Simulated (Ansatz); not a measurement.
Start from `CNBC=S` and change one atom or group to get `CNBO`.

Ansatz, PBE0-D4/def2-TZVP geometries, multiplicity 1. Each molecule was computed in one conformer, which needn't be the lowest.

```
                                          property  `CNBC=S`
                LUMO energy (PBE0/def2-TZVPP) / eV     -2.32
              HOMO–LUMO gap (PBE0/def2-TZVPP) / eV      3.82
             LUMO energy (ωB97M-V/def2-TZVPP) / eV     -0.17
                 LUMO energy (PBE/def2-TZVPP) / eV     -3.22
           HOMO–LUMO gap (ωB97M-V/def2-TZVPP) / eV      8.19
size of the dipole moment (ωB97M-V/def2-TZVPP) / D      2.90
```

Question: Give the same properties after the change, and the shifts. (Estimate.)

Answer: Computed: 
| property | `CNBO` | shift |
| --- | --- | --- |
| LUMO energy (PBE0/def2-TZVPP) / eV | 1.26 | 3.58 |
| HOMO–LUMO gap (PBE0/def2-TZVPP) / eV | 8.36 | 4.54 |
| LUMO energy (ωB97M-V/def2-TZVPP) / eV | 2.54 | 2.71 |
| LUMO energy (PBE/def2-TZVPP) / eV | 0.41 | 3.63 |
| HOMO–LUMO gap (ωB97M-V/def2-TZVPP) / eV | 11.99 | 3.80 |
| size of the dipole moment (ωB97M-V/def2-TZVPP) / D | 0.56 | -2.34 |

With PBE0 the HOMO falls by 0.98 eV and the LUMO rises by 3.58 eV, so the gap widens by about 4.56 eV. PBE moves the HOMO by -0.85 eV and ωB97M-V by -1.10 eV. Dipoles are sizes alone; their direction can turn.
